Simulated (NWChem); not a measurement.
Everything below was run with NWChem. System: O2Si (-1), charge -1, spin multiplicity 2, at a geometry optimised with UPBE/def2-SVP. The structure started from a generated list of species. Its SCF solution wasn't tested for a lower state. Level: UBHandHLYP/def2-TZVPD.

The NWChem input:

```
start mol
memory heap 200 mb stack 900 mb global 1100 mb
charge -1
geometry units angstroms nocenter noautoz
  O     -1.477280     0.000000     0.276890
  Si     0.000000     0.000000    -0.316446
  O      1.477280     0.000000     0.276890
  symmetry group C2v
end
basis spherical
  * library def2-tzvpd
end
dft
  xc bhlyp
  odft
  mult 2
  semidirect memsize 60000000 filesize 0
  iterations 100
end
task dft energy
```

Output (cleaned and shortened):

```
             Northwest Computational Chemistry Package (NWChem) 7.3.0
             --------------------------------------------------------

                                NWChem Input Module
                                -------------------

 Scaling coordinates for geometry "geometry" by  1.889725989
 (inverse scale =  0.529177249)

 Turning off AUTOSYM since
 SYMMETRY directive was detected!

                             Geometry "geometry" -> ""
                             -------------------------

 Output coordinates in angstroms (scale by  1.889725989 to convert to a.u.)

  No.       Tag          Charge          X              Y              Z
 ---- ---------------- ---------- -------------- -------------- --------------
    1 O                    8.0000    -1.47728000     0.00000000     0.27689000
    2 Si                  14.0000     0.00000000     0.00000000    -0.31644600
    3 O                    8.0000     1.47728000     0.00000000     0.27689000

 Effective nuclear repulsion energy (a.u.)      85.9207214438

            Nuclear Dipole moment (a.u.)
            ----------------------------
        X                 Y               Z
 ---------------- ---------------- ----------------
     0.0000000000     0.0000000000    -0.0000075589

      Symmetry information
      --------------------

 Group name             C2v
 Group number             16
 Group order               4
 No. of unique centers     2

      Symmetry unique atoms

     1    2


 Summary of "ao basis" -> "" (spherical)
 ------------------------------------------------------------------------------
       Tag                 Description            Shells   Functions and Types
 ---------------- ------------------------------  ------  ---------------------
 *                         def2-tzvpd                 on all atoms

                                 NWChem DFT Module
                                 -----------------

 Summary of "ao basis" -> "ao basis" (spherical)
 ------------------------------------------------------------------------------
       Tag                 Description            Shells   Functions and Types
 ---------------- ------------------------------  ------  ---------------------
 O                         def2-tzvpd               14       40   6s4p3d1f
 Si                        def2-tzvpd               15       43   6s5p3d1f

 Summary of "ao basis" -> "ao basis" (spherical)
 ------------------------------------------------------------------------------
       Tag                 Description            Shells   Functions and Types
 ---------------- ------------------------------  ------  ---------------------
 O                         def2-tzvpd               14       40   6s4p3d1f
 Si                        def2-tzvpd               15       43   6s5p3d1f

      Symmetry analysis of basis
      --------------------------

        a1         46
        a2         17
        b1         37
        b2         23

            General Information
            -------------------
          SCF calculation type: DFT
          Wavefunction type:  spin polarized.
          No. of atoms     :     3
          No. of electrons :    31
           Alpha electrons :    16
            Beta electrons :    15
          Charge           :    -1
          Spin multiplicity:     2
          Use of symmetry is: on ; symmetry adaption is: on
          Maximum number of iterations: 100
          AO basis - number of functions:   123
                     number of shells:    43
[...]
    10      0.108553  1 O  px                93      0.108553  3 O  px

 Vector   16  Occ=0.000000D+00  E= 1.076667D-01  Symmetry=a1
              MO Center= -4.8D-15, -1.1D-15, -6.9D-01, r^2= 5.8D+00
   Bfn.  Coefficient  Atom+Function         Bfn.  Coefficient  Atom+Function
  ----- ------------  ---------------      ----- ------------  ---------------
    46      1.552073  2 Si s                  6     -0.789521  1 O  s
    89     -0.789521  3 O  s                 45      0.607182  2 Si s
    16     -0.236940  1 O  px                99      0.236940  3 O  px
    44      0.185828  2 Si s                 58     -0.147257  2 Si pz
     9      0.134282  1 O  pz                92      0.134282  3 O  pz

 Vector   17  Occ=0.000000D+00  E= 1.874669D-01  Symmetry=a1
              MO Center=  9.8D-15,  1.1D-16,  6.0D-01, r^2= 1.5D+01
   Bfn.  Coefficient  Atom+Function         Bfn.  Coefficient  Atom+Function
  ----- ------------  ---------------      ----- ------------  ---------------
    46     -4.774991  2 Si s                  6      4.588107  1 O  s
    89      4.588107  3 O  s                 45     -4.298170  2 Si s
    61     -1.155471  2 Si pz                76     -0.906357  2 Si d  2
    16      0.863692  1 O  px                99     -0.863692  3 O  px
    18     -0.854129  1 O  pz               101     -0.854129  3 O  pz

 Vector   18  Occ=0.000000D+00  E= 2.014973D-01  Symmetry=b1
              MO Center=  1.9D-12,  1.5D-14,  9.4D-01, r^2= 1.8D+01
   Bfn.  Coefficient  Atom+Function         Bfn.  Coefficient  Atom+Function
  ----- ------------  ---------------      ----- ------------  ---------------
     6      5.468919  1 O  s                 89     -5.468919  3 O  s
    59      4.366769  2 Si px                16      2.260180  1 O  px
    99      2.260180  3 O  px                56      1.068843  2 Si px
    13      0.719022  1 O  px                18     -0.722604  1 O  pz
    96      0.719022  3 O  px               101      0.722604  3 O  pz

   alpha - beta orbital overlaps
   -----------------------------

   alpha      1      2      3      4      5      6      7      8      9     10
    beta      1      2      3      4      5      6      7      8      9     10
 overlap   1.000  1.000  1.000  1.000  1.000  1.000  1.000  1.000  1.000  0.978

   alpha     11     12     13     14     15     16     17     18     19     20
    beta     11     13     12     15     14     16     17     19     18     20
 overlap   0.965  0.978  1.000  0.965  1.000  0.922  0.920  0.977  1.000  0.980

   alpha     21     22     23     24     25     26     27     28     29     30
    beta     22     21     23     24     25     26     27     28     29     30
 overlap   0.976  0.983  0.997  0.993  1.000  0.996  0.997  0.995  1.000  0.990

   alpha     31     32     33     34     35     36     37     38     39     40
    beta     31     32     33     34     35     36     37     38     39     40
 overlap   0.996  0.995  0.992  0.993  0.989  0.992  0.993  0.993  0.995  1.000

   alpha     41     42     43     44     45     46     47     48     49     50
    beta     41     43     44     42     47     45     46     48     49     50
 overlap   0.999  0.996  0.996  1.000  0.999  1.000  1.000  1.000  0.998  0.985

   alpha     51     52     53     54     55     56     57     58     59     60
    beta     51     52     54     53     55     56     57     58     59     60
 overlap   0.984  0.996  0.995  1.000  1.000  0.999  0.996  0.999  0.997  1.000

   alpha     61     62     63     64     65     66     67     68     69     70
    beta     61     62     63     64     65     66     67     68     69     70
 overlap   1.000  0.999  1.000  1.000  0.997  1.000  1.000  0.997  1.000  1.000

   alpha     71     72     73     74     75     76     77     78     79     80
    beta     71     73     72     74     75     76     77     78     79     80
 overlap   0.999  1.000  1.000  1.000  1.000  1.000  1.000  1.000  1.000  1.000

   alpha     81     82     83     84     85     86     87     88     89     90
    beta     81     82     83     84     85     86     87     88     89     90
 overlap   1.000  1.000  0.999  1.000  0.999  1.000  1.000  1.000  1.000  1.000

   alpha     91     92     93     94     95     96     97     98     99    100
    beta     91     92     93     94     95     96     97     98     99    100
 overlap   1.000  1.000  1.000  0.999  0.999  0.997  0.998  0.999  0.997  0.997

   alpha    101    102    103    104    105    106    107    108    109    110
    beta    101    102    104    103    105    106    107    108    109    110
 overlap   0.999  0.999  1.000  1.000  1.000  1.000  1.000  1.000  1.000  1.000

   alpha    111    112    113    114    115    116    117    118    119    120
    beta    111    113    112    114    115    116    117    118    119    120
 overlap   0.999  1.000  0.999  0.999  0.999  1.000  0.999  1.000  0.999  1.000

   alpha    121    122    123
    beta    121    122    123
 overlap   1.000  1.000  1.000

     --------------------------
     Expectation value of S2:
     --------------------------
      <S2> =      0.7584 (Exact =     0.7500)

 center of mass
 --------------
 x =   0.00000000 y =   0.00000000 z =   0.00014098

 moments of inertia (a.u.)
 ------------------
          18.762919313358           0.000000000000           0.000000000000
           0.000000000000         268.070281921562           0.000000000000
           0.000000000000           0.000000000000         249.307362608203

     Multipole analysis of the density
     ---------------------------------

     L   x y z        total         alpha         beta         nuclear
     -   - - -        -----         -----         ----         -------
     0   0 0 0     -1.000000    -16.000000    -15.000000     30.000000

     1   1 0 0     -0.000000     -0.000000     -0.000000      0.000000
     1   0 1 0     -0.000000     -0.000000     -0.000000      0.000000
     1   0 0 1     -0.522312      0.398670     -0.920975     -0.000008

     2   2 0 0    -31.873307    -80.145697    -76.420960    124.693349
     2   1 1 0     -0.000000     -0.000000     -0.000000      0.000000
     2   1 0 1     -0.000000      0.000000     -0.000000      0.000000
     2   0 2 0    -18.635099    -10.350513     -8.284586      0.000000
     2   0 1 1     -0.000000     -0.000000     -0.000000      0.000000
     2   0 0 2    -20.866343    -17.888584    -12.364738      9.386979

 Task  times  cpu:        3.2s     wall:        3.2s

 Total times  cpu:        3.3s     wall:        3.3s
```
